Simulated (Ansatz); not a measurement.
Total energies of C2H7ClOSi, SMILES `CCO[SiH2]Cl`.

Cartesian coordinates in Å:
```
C 0.9667 1.4938 0.7714
C -0.1681 0.5947 0.3541
O 0.3625 -0.5851 -0.2334
Si -0.5243 -1.6985 -1.0181
Cl -1.8896 -2.5826 0.2428
H 1.5717 1.7777 -0.0918
H 0.5765 2.4025 1.2357
H 1.6111 0.9862 1.4915
H -0.8197 1.1066 -0.3660
H -0.7820 0.3207 1.2192
H -1.3167 -1.0829 -2.1097
H 0.4118 -2.7329 -1.4956
```

Charge 0, multiplicity 1. Geometry: relaxed with PBE0-D4/def2-TZVP. It is one conformer, not always the lowest. Basis def2-TZVPP, Ansatz.

RPA on PBE orbitals: Hartree–Fock energy of these orbitals -903.23209 Eh, correlation -1.49667 Eh (frozen core).

```csv
functional,energy without D4 (Eh),D4 term (kJ/mol)
LDA (SPW92),-901.56243,–
revPBE,-905.31513,-75.3
PBE0,-905.06336,-20.5
r2SCANh,-905.36435,-6.6
HSE06 (plane-wave form),-905.04051,-19.1
BHLYP,-905.43409,-29.1
CAM-B3LYP,-905.47049,-20.8
LC-ωPBE,-905.21208,–
ωB97X-V,-905.35852,–
ωB97M-V,-905.40295,–
```

Give the same for PBE, BLYP, r2SCAN, B97M-V, B3LYP, r2SCAN0, B2PLYP, PBE-QIDH. (Estimate.)

The calculation gave: 
```tsv
functional	energy without D4 (Eh)	D4 term (kJ/mol)
PBE	-904.97920	-24.2
BLYP	-905.44631	-53.1
r2SCAN	-905.37395	-6.2
B97M-V	-905.30456	–
B3LYP	-905.56124	-38.8
r2SCAN0	-905.35108	-7.2
B2PLYP	-905.14319	–
PBE-QIDH	-904.87901	–
```

B3LYP takes the VWN-RPA correlation (the form of Gaussian; ORCA's B3LYP/G). HSE06 is the plane-wave form, built on full-range PBE exchange. The double hybrids freeze the cores in their second-order part.

LC-ωPBE has ω = 0.4 bohr⁻¹.
